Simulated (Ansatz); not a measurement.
Ansatz (a quantum-chemistry and plane-wave program) input:
A basis named .json is the Basis Set Exchange file of that set.

Ansatz 0.2 input:
```yaml
crystal:
  periodic: [false, false, false]
  atoms:
    - {symbol: Si, position_ang: [1.20246624, -0.33920449, -0.22124673]}
    - {symbol: O, position_ang: [1.75137592, -0.10526372, -1.62564756]}
    - {symbol: Br, position_ang: [-0.88130099, 0.15974207, 0.46007527]}
basis:
  gaussian:
    orbitals: def2-QZVPP.json
hamiltonian:
  xc: pbe
magnetization: {spin_polarized: true, initial_magnetization: 1}
correlation: {method: rpa, electrons: outside_noble_gas}
```

Question: Predict the final energy.

Answer: -2937.14089 Eh (RPA@PBE/def2-QZVPP). The basis has 216 functions.

It need not be the lowest isomer of its formula.
